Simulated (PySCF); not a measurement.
A calculated (PBEsol, PySCF 2.14, aug-cc-pV5Z, no relativity, point nucleus) atom or ion has these occupied shells.

```json
{"shell": "1s α", "electrons": "1", "orbital energy (eV)": "-271.62", "rms radius, mean of both spins (bohr)": "0.316"}
{"shell": "1s β", "electrons": "1", "orbital energy (eV)": "-270.81", "rms radius, mean of both spins (bohr)": "0.316"}
{"shell": "2s α", "electrons": "1", "orbital energy (eV)": "-14.354", "rms radius, mean of both spins (bohr)": "1.75"}
{"shell": "2s β", "electrons": "1", "orbital energy (eV)": "-11.785", "rms radius, mean of both spins (bohr)": "1.75"}
{"shell": "2p α", "electrons": "2", "orbital energy (eV)": "-6.030", "rms radius, mean of both spins (bohr)": "1.99"}
```

(1) Name the element and its charge.

## Answers

(1) C (carbon, neutral), in [He] 2s2 2p2, high-spin 3P determinant.
